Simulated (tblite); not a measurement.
A geometry optimisation, step by step.

C₇H₉F₂P.
Atom-mapped SMILES: `[CH3:1][CH:2]([CH3:3])[c:4]1[cH:5][c:6]([F:7])[c:8]([F:9])[pH:10]1` (hydrogens: H11, H12, H13 on C1; H14 on C2; H15, H16, H17 on C3; H18 on C5; H19 on P10)

Computed with GFN2-xTB (tblite), gas phase: L-BFGS steps from a force-field or distance-geometry start until the largest atomic force falls under 0.01 eV/Å. 11 of its 46 geometries are shown.

Step 0: E = -857.5922 eV, largest atomic force 1.659 eV/Å
```
atom  x, y, z in Å  |  force x, y, z in eV/Å
C1     -1.654    1.242   -0.715   -0.697   0.340  -0.361
C2     -1.149    0.257    0.323    0.335  -0.137   0.233
C3     -1.960   -1.039    0.278   -0.753   0.026   0.140
C4      0.324   -0.040    0.187    0.407  -0.107   1.605
C5      1.148    0.110   -0.850   -0.186   0.209  -0.840
C6      2.523   -0.234   -0.626    0.428   0.029  -0.239
F7      3.437   -0.101   -1.609   -0.290  -0.051   0.046
C8      2.838   -0.650    0.610   -0.427   0.300   0.503
F9      4.074   -0.995    1.001   -0.263  -0.029   0.110
P10     1.327   -0.696    1.687   -0.306   0.093  -0.957
H11    -1.611    0.830   -1.730    0.038   0.050   0.272
H12    -1.091    2.174   -0.691    0.068  -0.098  -0.007
H13    -2.715    1.500   -0.507    0.636  -0.227  -0.110
H14    -1.303    0.718    1.311    0.064  -0.127  -0.030
H15    -3.039   -0.810    0.405    0.615  -0.085  -0.055
H16    -1.847   -1.546   -0.674    0.108   0.020  -0.096
H17    -1.679   -1.730    1.071    0.132   0.103  -0.010
H18     0.844    0.474   -1.827    0.091  -0.129   0.196
H19     1.522    0.546    2.348    0.001  -0.179  -0.401
```

Step 4: E = -857.7250 eV, largest atomic force 0.439 eV/Å
```
atom  x, y, z in Å  |  force x, y, z in eV/Å
C1     -1.651    1.243   -0.717   -0.008  -0.029   0.032
C2     -1.133    0.253    0.333    0.006   0.086   0.075
C3     -1.963   -1.040    0.279    0.040   0.079   0.032
C4      0.354   -0.021    0.238   -0.275   0.141  -0.312
C5      1.140    0.107   -0.851   -0.044   0.127  -0.150
C6      2.521   -0.228   -0.632    0.028   0.016  -0.019
F7      3.422   -0.106   -1.616   -0.070  -0.032  -0.061
C8      2.816   -0.614    0.624   -0.054   0.100  -0.089
F9      4.038   -0.997    1.020   -0.097  -0.006   0.191
P10     1.305   -0.697    1.639    0.034  -0.200   0.242
H11    -1.607    0.828   -1.720    0.077  -0.067   0.010
H12    -1.085    2.168   -0.694    0.096   0.017  -0.006
H13    -2.694    1.487   -0.509    0.117  -0.071   0.031
H14    -1.301    0.709    1.316   -0.022  -0.032   0.078
H15    -3.022   -0.808    0.406    0.149   0.023  -0.003
H16    -1.839   -1.541   -0.677    0.074   0.005  -0.053
H17    -1.669   -1.722    1.071    0.084  -0.022   0.027
H18     0.839    0.466   -1.823   -0.086  -0.074   0.095
H19     1.519    0.521    2.305   -0.049  -0.062  -0.120
```

Step 9: E = -857.7556 eV, largest atomic force 0.157 eV/Å
```
atom  x, y, z in Å  |  force x, y, z in eV/Å
C1     -1.639    1.244   -0.714    0.063  -0.039   0.067
C2     -1.131    0.266    0.345    0.077  -0.054   0.010
C3     -1.942   -1.035    0.281    0.049  -0.004   0.000
C4      0.342   -0.012    0.226    0.049  -0.037   0.043
C5      1.130    0.125   -0.859   -0.015  -0.057   0.015
C6      2.513   -0.219   -0.640   -0.066  -0.004  -0.016
F7      3.404   -0.115   -1.636   -0.027   0.004   0.018
C8      2.797   -0.595    0.622   -0.017  -0.110  -0.036
F9      3.998   -0.993    1.067   -0.037   0.043  -0.003
P10     1.288   -0.722    1.632   -0.043   0.117  -0.095
H11    -1.585    0.811   -1.710    0.038  -0.021   0.028
H12    -1.063    2.165   -0.698    0.007   0.006  -0.012
H13    -2.678    1.475   -0.502   -0.069   0.085  -0.035
H14    -1.304    0.702    1.338    0.022   0.022  -0.042
H15    -2.994   -0.800    0.407   -0.073  -0.032   0.021
H16    -1.816   -1.530   -0.680    0.073   0.032   0.018
H17    -1.643   -1.720    1.072    0.063   0.009  -0.020
H18     0.811    0.460   -1.830   -0.014   0.046  -0.007
H19     1.502    0.504    2.270   -0.080  -0.006   0.046
```

Step 14: E = -857.7644 eV, largest atomic force 0.079 eV/Å
```
atom  x, y, z in Å  |  force x, y, z in eV/Å
C1     -1.631    1.243   -0.706   -0.020   0.047  -0.057
C2     -1.127    0.267    0.351   -0.058   0.054   0.000
C3     -1.931   -1.035    0.284    0.017  -0.012   0.002
C4      0.341   -0.011    0.222   -0.013   0.003   0.031
C5      1.120    0.120   -0.868   -0.017  -0.002   0.012
C6      2.501   -0.224   -0.647    0.004  -0.056  -0.007
F7      3.392   -0.116   -1.641    0.021  -0.004  -0.018
C8      2.781   -0.612    0.612   -0.009   0.055   0.040
F9      3.981   -0.983    1.081    0.017  -0.010  -0.054
P10     1.276   -0.719    1.624   -0.027  -0.049   0.030
H11    -1.568    0.799   -1.695   -0.009  -0.006  -0.028
H12    -1.053    2.163   -0.699    0.026   0.007   0.020
H13    -2.673    1.489   -0.510    0.015   0.009  -0.010
H14    -1.297    0.707    1.340    0.013   0.023   0.054
H15    -2.989   -0.812    0.412    0.039  -0.063   0.001
H16    -1.788   -1.519   -0.678    0.000  -0.003  -0.005
H17    -1.617   -1.720    1.069    0.014  -0.010   0.009
H18     0.797    0.469   -1.832    0.005   0.013  -0.031
H19     1.475    0.503    2.274   -0.018   0.007   0.009
```

Step 18: E = -857.7675 eV, largest atomic force 0.061 eV/Å
```
atom  x, y, z in Å  |  force x, y, z in eV/Å
C1     -1.630    1.248   -0.709    0.007  -0.008   0.022
C2     -1.131    0.275    0.355    0.023  -0.013   0.006
C3     -1.923   -1.036    0.286    0.011   0.004   0.004
C4      0.336   -0.008    0.224   -0.007  -0.015  -0.016
C5      1.114    0.115   -0.870    0.001   0.026   0.004
C6      2.494   -0.236   -0.652   -0.023   0.035   0.022
F7      3.389   -0.119   -1.643   -0.034  -0.040   0.031
C8      2.774   -0.609    0.613    0.018   0.007  -0.003
F9      3.977   -0.980    1.073    0.010  -0.015  -0.012
P10     1.267   -0.723    1.626    0.023   0.019  -0.025
H11    -1.563    0.795   -1.695   -0.007   0.033  -0.005
H12    -1.045    2.164   -0.697    0.007   0.003  -0.021
H13    -2.670    1.499   -0.518   -0.014   0.015  -0.010
H14    -1.292    0.714    1.348   -0.043   0.010  -0.022
H15    -2.983   -0.832    0.415   -0.005  -0.020   0.007
H16    -1.775   -1.515   -0.678    0.012  -0.001   0.007
H17    -1.602   -1.721    1.069    0.029   0.007  -0.004
H18     0.795    0.475   -1.833    0.000  -0.021   0.013
H19     1.458    0.502    2.278   -0.009  -0.026   0.001
```

Step 22: E = -857.7693 eV, largest atomic force 0.051 eV/Å
```
atom  x, y, z in Å  |  force x, y, z in eV/Å
C1     -1.629    1.252   -0.709   -0.010   0.009  -0.018
C2     -1.133    0.278    0.357   -0.032   0.001  -0.022
C3     -1.916   -1.037    0.288   -0.014  -0.016  -0.003
C4      0.333   -0.008    0.224    0.006   0.038   0.027
C5      1.109    0.118   -0.869    0.001  -0.002   0.008
C6      2.487   -0.235   -0.649    0.032   0.014  -0.005
F7      3.381   -0.131   -1.639    0.015  -0.012  -0.047
C8      2.773   -0.604    0.615   -0.005  -0.009   0.005
F9      3.978   -0.983    1.065    0.002  -0.009   0.004
P10     1.266   -0.724    1.623   -0.011  -0.025   0.029
H11    -1.563    0.801   -1.696   -0.002   0.005   0.002
H12    -1.038    2.165   -0.700   -0.012  -0.005   0.003
H13    -2.670    1.508   -0.524    0.022   0.003   0.014
H14    -1.300    0.720    1.348   -0.014  -0.008  -0.020
H15    -2.979   -0.848    0.419    0.001   0.007   0.011
H16    -1.765   -1.513   -0.677    0.012  -0.007  -0.003
H17    -1.585   -1.720    1.068    0.023   0.004   0.002
H18     0.793    0.474   -1.833   -0.014   0.002  -0.009
H19     1.447    0.496    2.281   -0.001   0.009   0.021
```

Step 27: E = -857.7703 eV, largest atomic force 0.032 eV/Å
```
atom  x, y, z in Å  |  force x, y, z in eV/Å
C1     -1.629    1.254   -0.712   -0.002  -0.003   0.004
C2     -1.136    0.280    0.354    0.012   0.006   0.001
C3     -1.912   -1.040    0.288    0.014   0.009  -0.004
C4      0.332   -0.001    0.229   -0.003   0.003  -0.019
C5      1.109    0.121   -0.866    0.006   0.005  -0.005
C6      2.487   -0.233   -0.649   -0.014  -0.019  -0.004
F7      3.378   -0.141   -1.646   -0.019   0.001   0.016
C8      2.773   -0.603    0.615   -0.002  -0.001  -0.007
F9      3.977   -0.987    1.061   -0.016  -0.006   0.011
P10     1.264   -0.725    1.625    0.020   0.020  -0.015
H11    -1.564    0.805   -1.699   -0.013   0.006   0.001
H12    -1.036    2.166   -0.701   -0.004  -0.004  -0.004
H13    -2.668    1.516   -0.524    0.004  -0.005  -0.004
H14    -1.310    0.723    1.343   -0.006   0.000  -0.001
H15    -2.976   -0.857    0.424    0.021  -0.007  -0.004
H16    -1.757   -1.515   -0.677   -0.012  -0.009   0.000
H17    -1.570   -1.718    1.068    0.000   0.003  -0.006
H18     0.789    0.472   -1.832    0.001   0.002   0.021
H19     1.440    0.492    2.290    0.013  -0.002   0.018
```

Step 32: E = -857.7707 eV, largest atomic force 0.019 eV/Å
```
atom  x, y, z in Å  |  force x, y, z in eV/Å
C1     -1.630    1.256   -0.713   -0.002   0.001   0.000
C2     -1.136    0.282    0.353    0.003  -0.004   0.004
C3     -1.906   -1.040    0.287    0.000  -0.006   0.000
C4      0.333    0.005    0.230    0.005   0.001   0.010
C5      1.108    0.123   -0.865   -0.006  -0.004  -0.001
C6      2.485   -0.237   -0.650   -0.001   0.006   0.004
F7      3.373   -0.146   -1.649    0.005  -0.006  -0.003
C8      2.771   -0.603    0.615   -0.002   0.000   0.004
F9      3.973   -0.992    1.063    0.001  -0.004   0.000
P10     1.264   -0.721    1.624   -0.016   0.002   0.010
H11    -1.568    0.808   -1.701   -0.002  -0.006  -0.006
H12    -1.036    2.166   -0.703    0.001   0.008  -0.007
H13    -2.667    1.518   -0.524   -0.018   0.000   0.003
H14    -1.315    0.724    1.341    0.006   0.002   0.004
H15    -2.970   -0.863    0.425   -0.010   0.005  -0.001
H16    -1.755   -1.518   -0.678    0.009   0.005  -0.006
H17    -1.561   -1.716    1.066    0.009  -0.006  -0.001
H18     0.786    0.474   -1.829    0.002   0.008  -0.012
H19     1.442    0.491    2.300    0.016  -0.003  -0.001
```

Step 36: E = -857.7709 eV, largest atomic force 0.016 eV/Å
```
atom  x, y, z in Å  |  force x, y, z in eV/Å
C1     -1.631    1.256   -0.714   -0.007  -0.002  -0.003
C2     -1.136    0.283    0.353   -0.007   0.008  -0.002
C3     -1.904   -1.041    0.286    0.000   0.009   0.000
C4      0.333    0.008    0.231   -0.007   0.003  -0.008
C5      1.107    0.124   -0.865    0.008   0.009   0.006
C6      2.484   -0.237   -0.650    0.002  -0.001   0.001
F7      3.372   -0.149   -1.649    0.000  -0.005   0.008
C8      2.770   -0.604    0.616   -0.006  -0.007  -0.002
F9      3.972   -0.995    1.064   -0.006   0.001  -0.005
P10     1.263   -0.720    1.626    0.006  -0.001  -0.007
H11    -1.571    0.808   -1.702   -0.001  -0.005   0.006
H12    -1.037    2.167   -0.705   -0.013  -0.006   0.000
H13    -2.670    1.518   -0.524    0.009  -0.001   0.002
H14    -1.316    0.724    1.341    0.001  -0.001   0.001
H15    -2.968   -0.864    0.425    0.007  -0.008   0.000
H16    -1.753   -1.519   -0.679    0.006   0.010   0.003
H17    -1.556   -1.717    1.065   -0.004   0.001  -0.008
H18     0.786    0.477   -1.830    0.006  -0.008   0.012
H19     1.447    0.490    2.303    0.006   0.003  -0.004
```

Step 40: E = -857.7711 eV, largest atomic force 0.013 eV/Å
```
atom  x, y, z in Å  |  force x, y, z in eV/Å
C1     -1.635    1.257   -0.715    0.002  -0.002   0.005
C2     -1.137    0.285    0.353    0.004  -0.002   0.005
C3     -1.901   -1.041    0.285    0.004  -0.001  -0.003
C4      0.332    0.012    0.232    0.007   0.005   0.010
C5      1.107    0.126   -0.864   -0.003   0.004   0.001
C6      2.483   -0.238   -0.649    0.000  -0.007  -0.002
F7      3.371   -0.155   -1.648    0.007   0.003  -0.002
C8      2.767   -0.606    0.616    0.008  -0.007  -0.001
F9      3.968   -0.998    1.064    0.009  -0.008   0.006
P10     1.261   -0.718    1.627   -0.002  -0.002   0.005
H11    -1.574    0.806   -1.702   -0.005  -0.005   0.004
H12    -1.041    2.168   -0.709   -0.003   0.004   0.000
H13    -2.672    1.518   -0.523   -0.006  -0.002  -0.002
H14    -1.316    0.726    1.342   -0.009   0.007  -0.001
H15    -2.966   -0.868    0.426   -0.001  -0.005  -0.001
H16    -1.748   -1.515   -0.681   -0.001   0.006  -0.008
H17    -1.551   -1.718    1.062   -0.001   0.004   0.003
H18     0.787    0.478   -1.829   -0.004   0.003  -0.009
H19     1.455    0.489    2.306   -0.006   0.004  -0.010
```

Step 45: E = -857.7713 eV, largest atomic force 0.010 eV/Å
```
atom  x, y, z in Å  |  force x, y, z in eV/Å
C1     -1.638    1.257   -0.714   -0.003   0.003  -0.002
C2     -1.137    0.288    0.354   -0.005   0.004  -0.003
C3     -1.898   -1.040    0.284    0.001   0.002   0.002
C4      0.333    0.017    0.234   -0.005  -0.003  -0.004
C5      1.108    0.129   -0.863    0.002  -0.009   0.001
C6      2.483   -0.240   -0.648    0.003   0.002   0.002
F7      3.372   -0.158   -1.647   -0.003   0.003  -0.001
C8      2.767   -0.611    0.616   -0.001   0.001   0.001
F9      3.967   -1.004    1.065   -0.004  -0.008  -0.004
P10     1.260   -0.716    1.628    0.004   0.001  -0.002
H11    -1.579    0.803   -1.700    0.001   0.003   0.002
H12    -1.046    2.169   -0.712   -0.002  -0.002  -0.002
H13    -2.675    1.518   -0.522    0.002  -0.006   0.003
H14    -1.320    0.729    1.342   -0.001  -0.002   0.000
H15    -2.963   -0.872    0.425    0.005   0.005  -0.004
H16    -1.744   -1.511   -0.684    0.002  -0.001   0.005
H17    -1.546   -1.718    1.059    0.005  -0.003  -0.004
H18     0.788    0.480   -1.829    0.003   0.002   0.009
H19     1.460    0.491    2.305   -0.005   0.007  -0.002
```

Problem. Summarise the path.

Solution. The energy falls by 17.28 kJ/mol from step 0 to step 45; nine tenths of that is first reached at step 9. It falls at every step. The largest force goes from 1.659 to 0.010 eV/Å. Among the bonds C4–P10 changes most, from 1.920 to 1.827 Å; the atoms move by 0.078 Å rms after alignment.

What follows is the cost of the whole relaxation. Time: 0.57 s wall. Hardware: one thread, Arm Neoverse N1 (aarch64), no GPU, shared host with 64 logical CPUs at a one-minute load of 22.
